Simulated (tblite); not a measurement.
Record of a relaxation.

C₄H₈GeN₂.
Numbering: `[CH2:1]=[CH:2][CH2:3][NH:4][GeH2:5][C:6]#[N:7]` (hydrogens: H8, H9 on C1; H10 on C2; H11, H12 on C3; H13 on N4; H14, H15 on Ge5)

Computed with GFN2-xTB (tblite), gas phase: L-BFGS steps from a force-field or distance-geometry start until the largest atomic force falls under 0.01 eV/Å. 13 of its 174 geometries are shown.

Step 0: E = -552.5830 eV, largest atomic force 1.991 eV/Å
```
atom  x, y, z in Å  |  force x, y, z in eV/Å
C1      2.707    0.839   -0.119   -0.627  -1.352  -0.746
C2      1.906   -0.210   -0.394    1.216   1.349   0.815
C3      0.657   -0.358    0.409    0.338   0.072  -0.332
N4     -0.474   -0.327   -0.502   -0.977  -0.250  -0.036
Ge5    -2.127   -0.496    0.295    0.110  -0.480   0.198
C6     -3.169    0.989   -0.312   -0.519   0.755  -0.261
N7     -3.787    1.883   -0.689    0.418  -0.645   0.276
H8      3.615    0.925   -0.701   -0.051   0.419   0.364
H9      2.423    1.559    0.646    0.403  -0.208  -0.449
H10     2.187   -0.945   -1.149   -0.311   0.218   0.304
H11     0.704   -1.270    1.028   -0.013   0.069  -0.020
H12     0.587    0.537    1.058   -0.150  -0.554  -0.065
H13    -0.340   -0.898   -1.342    0.083   0.191   0.504
H14    -2.902   -1.769   -0.091    0.124   0.321   0.064
H15    -1.993   -0.450    1.839   -0.044   0.095  -0.616
```

Step 14: E = -552.7836 eV, largest atomic force 0.153 eV/Å
```
atom  x, y, z in Å  |  force x, y, z in eV/Å
C1      2.755    0.847   -0.159    0.072   0.078   0.035
C2      1.926   -0.157   -0.358   -0.080  -0.064  -0.044
C3      0.666   -0.364    0.415   -0.043  -0.015   0.030
N4     -0.511   -0.385   -0.458   -0.098  -0.039   0.030
Ge5    -2.162   -0.532    0.281   -0.064   0.126  -0.059
C6     -3.195    0.988   -0.321    0.062  -0.067   0.001
N7     -3.804    1.891   -0.673    0.014  -0.057   0.027
H8      3.676    0.963   -0.703   -0.024  -0.034  -0.049
H9      2.544    1.599    0.583    0.014   0.028   0.011
H10     2.123   -0.921   -1.100    0.073   0.041  -0.055
H11     0.768   -1.298    0.986    0.016  -0.077   0.015
H12     0.523    0.450    1.130    0.016   0.025   0.027
H13    -0.343   -0.915   -1.304    0.056  -0.007   0.054
H14    -2.952   -1.761   -0.114    0.045   0.075   0.024
H15    -2.018   -0.398    1.772   -0.058  -0.016  -0.047
```

Step 29: E = -552.7997 eV, largest atomic force 0.099 eV/Å
```
atom  x, y, z in Å  |  force x, y, z in eV/Å
C1      2.759    0.863   -0.167   -0.037   0.003  -0.029
C2      1.926   -0.141   -0.359   -0.046  -0.030   0.016
C3      0.690   -0.397    0.448   -0.004   0.015   0.000
N4     -0.498   -0.419   -0.415    0.028  -0.038   0.075
Ge5    -2.173   -0.505    0.275    0.062   0.028  -0.043
C6     -3.183    1.008   -0.355   -0.010  -0.026   0.007
N7     -3.838    1.887   -0.686    0.027   0.007  -0.021
H8      3.643    0.987   -0.771   -0.016   0.015   0.020
H9      2.592    1.605    0.597    0.008  -0.030   0.006
H10     2.113   -0.865   -1.144   -0.004   0.009   0.010
H11     0.818   -1.348    0.995    0.015   0.061  -0.077
H12     0.552    0.399    1.185   -0.005  -0.036  -0.020
H13    -0.324   -0.970   -1.248   -0.027   0.019   0.065
H14    -2.957   -1.720   -0.142   -0.015  -0.007  -0.023
H15    -2.123   -0.375    1.768    0.023   0.010   0.015
```

Step 43: E = -552.8062 eV, largest atomic force 0.071 eV/Å
```
atom  x, y, z in Å  |  force x, y, z in eV/Å
C1      2.740    0.879   -0.176   -0.035   0.020  -0.018
C2      1.908   -0.124   -0.377    0.029   0.006   0.012
C3      0.711   -0.426    0.470    0.005   0.001   0.006
N4     -0.498   -0.471   -0.352    0.015   0.003  -0.025
Ge5    -2.181   -0.489    0.292   -0.004  -0.058   0.040
C6     -3.163    1.025   -0.380    0.007   0.012  -0.011
N7     -3.802    1.897   -0.757    0.023   0.011  -0.008
H8      3.599    1.040   -0.805   -0.003   0.004  -0.007
H9      2.595    1.585    0.623    0.008   0.002   0.040
H10     2.070   -0.812   -1.198   -0.007  -0.018  -0.009
H11     0.887   -1.384    0.986    0.010  -0.015  -0.018
H12     0.582    0.346    1.231   -0.025   0.019   0.003
H13    -0.338   -1.017   -1.187   -0.001  -0.014  -0.029
H14    -2.961   -1.692   -0.181    0.000   0.037   0.054
H15    -2.155   -0.350    1.787   -0.021  -0.010  -0.031
```

Step 58: E = -552.8233 eV, largest atomic force 0.550 eV/Å
```
atom  x, y, z in Å  |  force x, y, z in eV/Å
C1      2.610    0.988   -0.162    0.023   0.133  -0.036
C2      1.796   -0.010   -0.444   -0.110  -0.013   0.027
C3      0.746   -0.561    0.482    0.066  -0.071  -0.027
N4     -0.531   -0.769   -0.190    0.062  -0.051   0.012
Ge5    -2.200   -0.491    0.397    0.035   0.213  -0.131
C6     -2.914    1.083   -0.498   -0.129   0.261  -0.185
N7     -3.311    1.977   -1.101    0.179  -0.405   0.326
H8      3.355    1.326   -0.868   -0.060  -0.054   0.116
H9      2.564    1.523    0.775   -0.021  -0.058  -0.076
H10     1.882   -0.528   -1.396   -0.074   0.053   0.096
H11     1.136   -1.521    0.864   -0.064   0.024   0.040
H12     0.582    0.103    1.338    0.069  -0.032  -0.107
H13    -0.411   -1.234   -1.077   -0.008  -0.035   0.000
H14    -3.108   -1.611   -0.020    0.005  -0.041  -0.027
H15    -2.199   -0.269    1.879    0.027   0.075  -0.028
```

Step 72: E = -552.9054 eV, largest atomic force 0.216 eV/Å
```
atom  x, y, z in Å  |  force x, y, z in eV/Å
C1      2.322    1.100   -0.122   -0.031   0.006  -0.020
C2      1.556    0.099   -0.515    0.071   0.112   0.158
C3      0.798   -0.759    0.462    0.031   0.070  -0.026
N4     -0.518   -1.194    0.025    0.024  -0.009   0.011
Ge5    -2.098   -0.415    0.411    0.010  -0.047   0.037
C6     -2.543    1.124   -0.671    0.133  -0.029   0.043
N7     -2.703    2.043   -1.335   -0.075   0.062  -0.057
H8      2.909    1.701   -0.793   -0.032  -0.031  -0.128
H9      2.403    1.364    0.919   -0.018   0.009   0.070
H10     1.485   -0.171   -1.560   -0.059  -0.040  -0.014
H11     1.426   -1.641    0.683   -0.208   0.046  -0.034
H12     0.661   -0.197    1.388    0.065  -0.064   0.095
H13    -0.469   -1.642   -0.880    0.012  -0.076  -0.032
H14    -3.136   -1.463    0.127    0.001   0.044  -0.016
H15    -2.098    0.059    1.839    0.075  -0.052  -0.087
```

Step 86: E = -552.9497 eV, largest atomic force 0.091 eV/Å
```
atom  x, y, z in Å  |  force x, y, z in eV/Å
C1      2.141    1.176   -0.090   -0.046  -0.006  -0.034
C2      1.406    0.150   -0.474   -0.052  -0.019   0.010
C3      0.826   -0.860    0.477   -0.014   0.023  -0.027
N4     -0.497   -1.349    0.115    0.006   0.038  -0.009
Ge5    -1.992   -0.373    0.364    0.046   0.005   0.053
C6     -2.264    1.165   -0.785   -0.034   0.016   0.025
N7     -2.451    2.075   -1.454    0.058  -0.069   0.014
H8      2.556    1.877   -0.794   -0.013   0.000   0.031
H9      2.359    1.349    0.952    0.026   0.018  -0.034
H10     1.179   -0.012   -1.522    0.036  -0.022   0.016
H11     1.503   -1.723    0.543   -0.017   0.026   0.012
H12     0.748   -0.407    1.469    0.034  -0.057   0.029
H13    -0.462   -1.921   -0.718    0.012   0.020  -0.032
H14    -3.145   -1.297    0.133   -0.018   0.004  -0.039
H15    -1.910    0.158    1.763   -0.023   0.023  -0.015
```

Step 101: E = -552.9648 eV, largest atomic force 0.041 eV/Å
```
atom  x, y, z in Å  |  force x, y, z in eV/Å
C1      1.983    1.228   -0.071   -0.011   0.011  -0.019
C2      1.317    0.159   -0.463    0.001  -0.008  -0.006
C3      0.839   -0.925    0.462    0.017   0.009  -0.020
N4     -0.498   -1.409    0.144   -0.004   0.012   0.022
Ge5    -1.942   -0.355    0.414   -0.012   0.026  -0.020
C6     -2.067    1.152   -0.789    0.010   0.010  -0.039
N7     -2.109    2.000   -1.558    0.003   0.001   0.035
H8      2.294    1.991   -0.765    0.014  -0.023   0.017
H9      2.252    1.379    0.962   -0.028   0.019  -0.009
H10     1.062    0.019   -1.508    0.011  -0.009   0.035
H11     1.532   -1.776    0.428   -0.011   0.014  -0.012
H12     0.819   -0.544    1.488    0.025  -0.026  -0.011
H13    -0.494   -1.923   -0.728   -0.007  -0.011   0.009
H14    -3.158   -1.191    0.162    0.012  -0.012   0.015
H15    -1.835    0.201    1.800   -0.020  -0.013   0.005
```

Step 115: E = -552.9706 eV, largest atomic force 0.028 eV/Å
```
atom  x, y, z in Å  |  force x, y, z in eV/Å
C1      1.880    1.259   -0.063    0.011   0.002  -0.015
C2      1.286    0.152   -0.468    0.004   0.010   0.002
C3      0.868   -0.961    0.447    0.003  -0.013   0.007
N4     -0.493   -1.425    0.201    0.006  -0.009  -0.022
Ge5    -1.916   -0.329    0.419    0.012  -0.016   0.003
C6     -1.964    1.159   -0.812   -0.014   0.020  -0.013
N7     -1.960    2.013   -1.575    0.002  -0.012   0.018
H8      2.159    2.041   -0.748   -0.008   0.009  -0.005
H9      2.128    1.418    0.973   -0.014   0.013   0.005
H10     1.043    0.003   -1.514    0.022  -0.005  -0.012
H11     1.547   -1.813    0.327    0.007  -0.008   0.005
H12     0.929   -0.622    1.484   -0.022   0.002   0.014
H13    -0.523   -1.975   -0.650   -0.024  -0.014   0.003
H14    -3.134   -1.162    0.161    0.008   0.022  -0.005
H15    -1.854    0.252    1.797    0.008  -0.001   0.014
```

Step 130: E = -552.9766 eV, largest atomic force 0.113 eV/Å
```
atom  x, y, z in Å  |  force x, y, z in eV/Å
C1      1.766    1.280   -0.062    0.046   0.103  -0.006
C2      1.293    0.126   -0.489    0.046  -0.077  -0.012
C3      0.878   -0.991    0.422   -0.047  -0.018   0.032
N4     -0.489   -1.443    0.183   -0.018  -0.036   0.035
Ge5    -1.879   -0.315    0.433    0.011   0.032   0.044
C6     -1.887    1.185   -0.782    0.013  -0.049   0.048
N7     -1.841    2.037   -1.544   -0.016   0.079  -0.051
H8      2.043    2.064   -0.747   -0.009   0.022   0.022
H9      1.910    1.487    0.988   -0.032  -0.030  -0.072
H10     1.161   -0.062   -1.549    0.000  -0.005   0.056
H11     1.553   -1.847    0.308   -0.008   0.001  -0.025
H12     0.934   -0.650    1.460    0.006   0.002   0.002
H13    -0.545   -2.014   -0.650    0.020  -0.001  -0.041
H14    -3.136   -1.087    0.187   -0.010  -0.029  -0.013
H15    -1.768    0.238    1.821   -0.001   0.007  -0.019
```

Step 144: E = -552.9878 eV, largest atomic force 0.099 eV/Å
```
atom  x, y, z in Å  |  force x, y, z in eV/Å
C1      1.629    1.278   -0.134   -0.016   0.015  -0.069
C2      1.413    0.028   -0.498   -0.015  -0.048   0.060
C3      0.901   -1.034    0.433    0.064   0.067   0.025
N4     -0.473   -1.430    0.136    0.063   0.003  -0.004
Ge5    -1.838   -0.289    0.451   -0.030   0.001  -0.041
C6     -1.876    1.280   -0.678    0.004  -0.007   0.001
N7     -1.893    2.174   -1.392    0.013   0.023   0.005
H8      1.966    2.032   -0.825   -0.014  -0.025  -0.009
H9      1.474    1.600    0.882    0.002   0.026   0.095
H10     1.560   -0.285   -1.521    0.012  -0.014  -0.091
H11     1.542   -1.922    0.376   -0.038   0.006   0.016
H12     0.922   -0.653    1.459   -0.025  -0.037  -0.017
H13    -0.511   -1.931   -0.743   -0.039   0.009   0.006
H14    -3.111   -1.025    0.168    0.011  -0.028   0.007
H15    -1.709    0.186    1.863    0.007   0.009   0.016
```

Step 159: E = -552.9905 eV, largest atomic force 0.012 eV/Å
```
atom  x, y, z in Å  |  force x, y, z in eV/Å
C1      1.569    1.276   -0.147    0.003   0.000   0.001
C2      1.427    0.011   -0.495   -0.006   0.002   0.005
C3      0.917   -1.049    0.436   -0.002   0.001   0.003
N4     -0.462   -1.428    0.135   -0.004  -0.001   0.003
Ge5    -1.822   -0.278    0.447   -0.003  -0.004  -0.006
C6     -1.849    1.300   -0.670    0.006   0.009   0.006
N7     -1.849    2.215   -1.358    0.003  -0.006   0.004
H8      1.886    2.033   -0.844    0.000  -0.003  -0.006
H9      1.378    1.607    0.862   -0.001  -0.004  -0.005
H10     1.613   -0.310   -1.512    0.003   0.003   0.000
H11     1.542   -1.947    0.379    0.006   0.008   0.002
H12     0.934   -0.675    1.464    0.003   0.003  -0.004
H13    -0.510   -1.924   -0.746   -0.007  -0.001   0.001
H14    -3.089   -1.024    0.168    0.003   0.002   0.001
H15    -1.689    0.200    1.861   -0.004  -0.008  -0.006
```

Step 173: E = -552.9909 eV, largest atomic force 0.007 eV/Å
```
atom  x, y, z in Å  |  force x, y, z in eV/Å
C1      1.531    1.275   -0.171    0.002   0.004  -0.003
C2      1.441   -0.001   -0.497   -0.001  -0.006  -0.003
C3      0.921   -1.054    0.438   -0.001   0.000   0.001
N4     -0.458   -1.427    0.133   -0.002  -0.001   0.001
Ge5    -1.815   -0.276    0.451    0.000   0.000  -0.001
C6     -1.826    1.320   -0.640    0.002  -0.002   0.003
N7     -1.819    2.244   -1.316    0.003   0.004   0.002
H8      1.856    2.026   -0.870   -0.001   0.002   0.000
H9      1.284    1.619    0.822    0.002   0.004   0.002
H10     1.684   -0.337   -1.497   -0.004  -0.003  -0.002
H11     1.543   -1.954    0.389    0.001   0.000   0.003
H12     0.935   -0.674    1.463   -0.002   0.002   0.001
H13    -0.508   -1.921   -0.750    0.003   0.000   0.000
H14    -3.084   -1.010    0.152    0.000  -0.003  -0.002
H15    -1.690    0.178    1.873   -0.002  -0.002  -0.001
```

Problem. Summarise the path.

Solution. The energy falls by 39.36 kJ/mol from step 0 to step 173; nine tenths of that is first reached at step 87. It rises by more than 0.2 meV at step 55. The largest force goes from 1.991 to 0.007 eV/Å. Among the bonds Ge5–H15 changes most, from 1.551 to 1.498 Å; the atoms move by 1.235 Å rms after alignment.

Problem. Follow the three bonds and two angles with the largest change from start to end.

Solution. 
| step | E above end (kJ/mol) | largest force (eV/Å) | Ge5–H15 (Å) | Ge5–H14 (Å) | N4–Ge5 (Å) | N4–Ge5–C6 (°) | N4–Ge5–H14 (°) |
| --- | --- | --- | --- | --- | --- | --- | --- |
| 0 | 39.36 | 1.991 | 1.551 | 1.540 | 1.843 | 106.3 | 114.8 |
| 8 | 22.18 | 0.159 | 1.493 | 1.496 | 1.807 | 106.7 | 114.7 |
| 15 | 19.77 | 0.116 | 1.504 | 1.512 | 1.814 | 107.4 | 115.7 |
| 23 | 18.99 | 0.091 | 1.499 | 1.507 | 1.807 | 108.5 | 115.6 |
| 30 | 18.34 | 0.084 | 1.498 | 1.504 | 1.813 | 109.1 | 114.3 |
| 38 | 18.02 | 0.054 | 1.499 | 1.505 | 1.809 | 109.6 | 113.1 |
| 45 | 17.70 | 0.087 | 1.500 | 1.508 | 1.801 | 110.2 | 111.8 |
| 53 | 16.64 | 0.160 | 1.502 | 1.508 | 1.794 | 109.2 | 111.2 |
| 60 | 15.80 | 0.117 | 1.500 | 1.504 | 1.790 | 108.8 | 110.9 |
| 68 | 10.80 | 0.813 | 1.495 | 1.505 | 1.802 | 114.1 | 107.8 |
| 75 | 6.94 | 0.293 | 1.496 | 1.497 | 1.803 | 115.1 | 105.1 |
| 83 | 4.47 | 0.161 | 1.492 | 1.500 | 1.800 | 117.5 | 106.1 |
| 90 | 3.67 | 0.107 | 1.496 | 1.500 | 1.801 | 117.3 | 106.7 |
| 98 | 2.68 | 0.269 | 1.496 | 1.498 | 1.806 | 114.7 | 107.2 |
| 105 | 2.36 | 0.042 | 1.497 | 1.497 | 1.809 | 113.8 | 106.9 |
| 113 | 2.01 | 0.054 | 1.496 | 1.498 | 1.811 | 114.0 | 106.6 |
| 120 | 1.85 | 0.039 | 1.498 | 1.497 | 1.808 | 114.1 | 106.1 |
| 128 | 1.53 | 0.075 | 1.497 | 1.493 | 1.805 | 113.9 | 106.6 |
| 135 | 1.00 | 0.104 | 1.496 | 1.500 | 1.808 | 113.4 | 108.0 |
| 143 | 0.40 | 0.168 | 1.495 | 1.497 | 1.807 | 114.9 | 107.6 |
| 150 | 0.11 | 0.035 | 1.498 | 1.498 | 1.809 | 115.4 | 106.8 |
| 158 | 0.05 | 0.014 | 1.498 | 1.497 | 1.808 | 115.4 | 106.7 |
| 165 | 0.03 | 0.015 | 1.497 | 1.497 | 1.808 | 115.6 | 106.7 |
| 173 | 0.00 | 0.007 | 1.498 | 1.497 | 1.808 | 115.5 | 106.8 |

The cost below is that of the whole relaxation. The run took 3.1 s of wall time on Intel Xeon at 2.50 GHz, one thread, on a shared host.
